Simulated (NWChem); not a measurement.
System: AuH₂OCl; SMILES [OH2]->[Au][Cl]

NWChem input:

```
start job
memory heap 200 mb stack 900 mb global 1100 mb
geometry units angstroms noautoz
  Au    -0.000676     0.169922     0.000000
  Cl     0.011260    -2.067799     0.000000
  O     -0.015561     2.333980     0.000000
  H      0.430835     2.705180     0.772331
  H      0.430835     2.705180    -0.772331
end
basis spherical
  Au library def2-svp
  Cl library def2-svp
  O library def2-svp
  H library def2-svp
end
ecp
  Au library def2-ecp
end
dft
  xc xpbe96 cpbe96
  iterations 150
  vectors input atomic output neutral.movecs
end
task dft energy
charge 1
dft
  odft
  mult 2
  vectors input atomic output cation.movecs
end
task dft energy
```

Coordinates come from a PBE0/def2-SVP optimisation. def2 effective core potentials on Au; no spin-orbit coupling.

Ions are spin-unrestricted doublets at the neutral geometry; other ion states weren't tried.

Q: Give the results of this calculation. (PBE/def2-SVP with def2 effective core potentials on Au, vertical spin-unrestricted ions.) Quantities: vertical ionisation energy, ΔSCF (eV); −ε(HOMO) (eV).

A: The vertical ionisation energy, ΔSCF (eV) comes out as 9.22 and the −ε(HOMO) (eV) is 5.63.
